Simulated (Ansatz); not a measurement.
Consider the cleavage of the Si–B bond: `B[SiH2]C(F)Cl` + H–F → `F[SiH2]C(F)Cl` + BH₃.

Isolated molecules relaxed with PBE0-D4/def2-TZVP in Ansatz; ΔE leaves out vibrations. CCSD(T)/CBS adds triple-zeta CCSD(T) − MP2 to the extrapolated MP2 energy (def2 sets, frozen cores). This one scheme is used for every species. Functionals use def2-TZVPP. One conformer a species, not always the lowest.

| level | ΔE (kcal/mol) |
| --- | --- |
| PBE | -30.2 |
| MP2/def2-TZVPP | -35.8 |

(1) What does CCSD(T)/CBS give? (Estimate.)

Largest T1 diagnostic among the species: 0.012.

## Answers

(1) Ansatz gave: -34.0 kcal/mol. The listed levels differ from it by 3.8, -1.8 kcal/mol.

The D4 term adds +1.1 kcal/mol with B3LYP and +0.6 kcal/mol with PBE0; it sums over pairs of atoms, weighted by their polarisabilities, and B3LYP, whose exchange is more repulsive, gets the larger term. From PBE to PBE0 (25 % exact exchange), in def2-TZVPP and without D4, ΔE moves by −1.3 kcal/mol.

B3LYP here is the variant with VWN-RPA as its local correlation; programs differ in this.
